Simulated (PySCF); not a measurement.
dichloro(disilanyl)silane (Cl2H6Si3), SMILES [SiH3][SiH2][SiH](Cl)Cl.

Geometry: PBE-D3(BJ)/def2-SVP. One conformer was computed; it need not be the lowest.

The numbers are results of PBE-D3(BJ)/def2-SVP (PySCF), not measurements.

Frequencies are harmonic and unscaled.

```json
[
 {"mode": "1", "ν (cm⁻¹)": "8", "IR (km/mol)": "0.0", "moving atoms (share of kinetic energy)": "Cl 36 %, Si 34 %, H 31 %"},
 {"mode": "2", "ν (cm⁻¹)": "71", "IR (km/mol)": "1.3", "moving atoms (share of kinetic energy)": "Si 56 %, Cl 34 %, H 10 %"},
 {"mode": "3", "ν (cm⁻¹)": "80", "IR (km/mol)": "0.1", "moving atoms (share of kinetic energy)": "H 69 %, Cl 25 %"},
 {"mode": "4", "ν (cm⁻¹)": "106", "IR (km/mol)": "0.4", "moving atoms (share of kinetic energy)": "Si 39 %, Cl 32 %, H 28 %"},
 {"mode": "5", "ν (cm⁻¹)": "157", "IR (km/mol)": "5.2", "moving atoms (share of kinetic energy)": "Cl 63 %, Si 33 %"},
 {"mode": "6", "ν (cm⁻¹)": "212", "IR (km/mol)": "7.1", "moving atoms (share of kinetic energy)": "Si 56 %, Cl 35 %, H 8 %"},
 {"mode": "7", "ν (cm⁻¹)": "337", "IR (km/mol)": "9.3", "moving atoms (share of kinetic energy)": "H 93 %"},
 {"mode": "8", "ν (cm⁻¹)": "379", "IR (km/mol)": "2.3", "moving atoms (share of kinetic energy)": "Si 80 %, H 11 %, Cl 8 %"},
 {"mode": "9", "ν (cm⁻¹)": "433", "IR (km/mol)": "8.0", "moving atoms (share of kinetic energy)": "Si 67 %, H 24 %, Cl 9 %"},
 {"mode": "10", "ν (cm⁻¹)": "480", "IR (km/mol)": "0.7", "moving atoms (share of kinetic energy)": "H 70 %, Si 29 %"},
 {"mode": "11", "ν (cm⁻¹)": "491", "IR (km/mol)": "4.7", "moving atoms (share of kinetic energy)": "H 77 %, Si 17 %"},
 {"mode": "12", "ν (cm⁻¹)": "519", "IR (km/mol)": "50.1", "moving atoms (share of kinetic energy)": "Si 53 %, Cl 34 %, H 13 %"},
 {"mode": "13", "ν (cm⁻¹)": "561", "IR (km/mol)": "83.2", "moving atoms (share of kinetic energy)": "Si 54 %, Cl 34 %, H 12 %"},
 {"mode": "14", "ν (cm⁻¹)": "649", "IR (km/mol)": "0.5", "moving atoms (share of kinetic energy)": "H 92 %"},
 {"mode": "15", "ν (cm⁻¹)": "670", "IR (km/mol)": "147.7", "moving atoms (share of kinetic energy)": "H 82 %, Si 18 %"},
 {"mode": "16", "ν (cm⁻¹)": "720", "IR (km/mol)": "153.1", "moving atoms (share of kinetic energy)": "H 86 %, Si 13 %"},
 {"mode": "17", "ν (cm⁻¹)": "766", "IR (km/mol)": "76.9", "moving atoms (share of kinetic energy)": "H 91 %"},
 {"mode": "18", "ν (cm⁻¹)": "825", "IR (km/mol)": "177.0", "moving atoms (share of kinetic energy)": "H 91 %, Si 9 %"},
 {"mode": "19", "ν (cm⁻¹)": "872", "IR (km/mol)": "22.4", "moving atoms (share of kinetic energy)": "H 96 %"},
 {"mode": "20", "ν (cm⁻¹)": "898", "IR (km/mol)": "26.7", "moving atoms (share of kinetic energy)": "H 98 %"},
 {"mode": "21", "ν (cm⁻¹)": "904", "IR (km/mol)": "50.3", "moving atoms (share of kinetic energy)": "H 97 %"},
 {"mode": "22", "ν (cm⁻¹)": "2144", "IR (km/mol)": "47.5", "moving atoms (share of kinetic energy)": "H 98 %"},
 {"mode": "23", "ν (cm⁻¹)": "2159", "IR (km/mol)": "61.9", "moving atoms (share of kinetic energy)": "H 99 %"},
 {"mode": "24", "ν (cm⁻¹)": "2159", "IR (km/mol)": "37.9", "moving atoms (share of kinetic energy)": "H 96 %"},
 {"mode": "25", "ν (cm⁻¹)": "2176", "IR (km/mol)": "100.3", "moving atoms (share of kinetic energy)": "H 97 %"},
 {"mode": "26", "ν (cm⁻¹)": "2176", "IR (km/mol)": "63.6", "moving atoms (share of kinetic energy)": "H 96 %"},
 {"mode": "27", "ν (cm⁻¹)": "2184", "IR (km/mol)": "73.8", "moving atoms (share of kinetic energy)": "H 96 %"}
]
```
